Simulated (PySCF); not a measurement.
These are PySCF with PBE-D3(BJ)/def2-TZVP // B3LYP-D3(BJ)/def2-TZVP values and carry that method's errors. Gas-phase values, no solvent. One relaxed conformer stands for a flexible species; it need not be the lowest. 

Reference species (SMILES): `O(S)C(C)=O` (O–C–O–S torsion -1°, C–O–S–H torsion 1°) (neutral, multiplicity 1).

```json
{
  "HOMO": "-5.80 eV",
  "LUMO": "-2.23 eV",
  "HOMO–LUMO gap": "3.57 eV"
}
```

After one change: the HOMO falls by 0.50 eV; the LUMO increases by 1.48 eV; the HOMO–LUMO gap increases by 1.98 eV.

Which change was made? The new species is one of these.
A) `OCS` (H–O–C–S torsion 52°, O–C–S–H torsion 65°)
B) `S`
C) `FCS` (F–C–S–H torsion 76°)
D) `C[S@](=O)S` (O–S–S–H torsion 85°)

C, `FCS` (F–C–S–H torsion 76°)
